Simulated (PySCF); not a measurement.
Be(Me)(SH) (CH₄BeS), SMILES [CH3][Be][SH].

Geometry: r2SCAN-D4/def2-TZVP. A frequency run showed that this geometry is not a minimum. The values are those of a single conformer.

These are r2SCAN-D4/def2-TZVP in PySCF values and carry that method's errors.

Frequencies are harmonic and unscaled.

### Question
Give all harmonic wavenumbers and intensities. (The exact figures need the calculation; the answer reports its results.)

### Answer

```tsv
mode	ν (cm⁻¹)	IR (km/mol)	moving atoms (share of kinetic energy)
1	39i	8.7	H 98 %
2	189	16.7	Be 59 %, H 34 %
3	213	10.4	Be 65 %, H 27 %
4	449	3.5	C 43 %, S 33 %, H 19 %
5	555	20.7	H 86 %
6	673	49.2	H 65 %, C 19 %, Be 16 %
7	698	42.7	H 62 %, Be 22 %, C 13 %
8	1078	163.4	Be 74 %, H 17 %
9	1235	87.1	H 68 %, C 26 %
10	1439	1.9	H 96 %
11	1440	1.2	H 95 %
12	2675	2.0	H 97 %
13	3016	1.6	H 97 %
14	3087	9.6	H 91 %, C 9 %
15	3094	9.5	H 91 %, C 9 %
```
